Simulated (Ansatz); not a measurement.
Relaxation of a periodic cell of 17 atoms, Si16B (host Si, host structure diamond, interstitial B), to a largest force component of 0.08 eV/Å in at most 25 steps.

Method: Ansatz, DFT PBEsol, scalar-relativistic, plane waves, PAW. Settings: accuracy low, PAW set soft_1, cutoff 420 eV, k mesh 2x2x2, fermi-dirac smearing 0.02 eV, spin collinear.

```xyz
17
Lattice="0.0000 5.4300 5.4300 5.4300 0.0000 5.4300 5.4300 5.4300 0.0000" Properties=species:S:1:pos:R:3:forces:R:3
Si 0.000 0.000 0.000 0.00 0.00 -0.16
Si 1.357 1.357 1.357 -0.37 -0.37 0.36
Si 2.715 2.715 0.000 0.00 0.00 0.01
Si 4.072 4.072 1.357 0.37 0.37 0.35
Si 2.715 0.000 2.715 0.16 0.02 -0.01
Si 4.072 1.357 4.072 0.10 -0.10 -0.08
Si 5.430 2.715 2.715 -0.02 -0.16 0.00
Si 6.787 4.072 4.072 -0.34 0.35 -0.36
Si 0.000 2.715 2.715 0.02 0.16 -0.01
Si 1.357 4.072 4.072 -0.10 0.10 -0.08
Si 2.715 5.430 2.715 -0.16 -0.02 0.00
Si 4.072 6.787 4.072 0.35 -0.34 -0.37
Si 2.715 2.715 5.430 0.00 0.00 -0.02
Si 4.072 4.072 6.787 0.09 0.08 0.10
Si 5.430 5.430 5.430 0.00 0.00 0.16
Si 6.787 6.787 6.787 -0.08 -0.09 0.10
B 5.425 5.422 2.751 -0.01 -0.01 0.02
```

Where does it end, and by what steps?

The forces met the threshold. Limits of this set-up: coarse k mesh, PAW files made for another functional, a small cell, in which the defect meets its images, low accuracy level. After 2 steps the energy has fallen by 0.083 eV; Si2 moved furthest, 0.06 Å.

```tsv
step	energy less start (eV)	largest force component (eV/Å)	accepted
0	0.0000	0.371	yes
1	-0.0666	0.159	yes
2	-0.0832	0.031	yes
```

```xyz
17
Lattice="0.0000 5.4300 5.4300 5.4300 0.0000 5.4300 5.4300 5.4300 0.0000" Properties=species:S:1:pos:R:3
Si 0.000 0.001 -0.026
Si 1.321 1.321 1.394
Si 2.713 2.712 0.015
Si 4.107 4.107 1.391
Si 2.742 -0.001 2.712
Si 4.079 1.351 4.066
Si 5.432 2.688 2.712
Si 6.760 4.100 4.043
Si -0.001 2.742 2.712
Si 1.351 4.079 4.066
Si 2.688 5.432 2.712
Si 4.101 6.760 4.043
Si 2.716 2.717 5.423
Si 4.076 4.076 6.790
Si 5.431 5.431 5.455
Si 6.786 6.786 6.787
B 5.424 5.421 2.753
```

Time of the run: 44 s on 1 thread of Arm Neoverse V1 (shared host), peak memory 0.65 GiB.
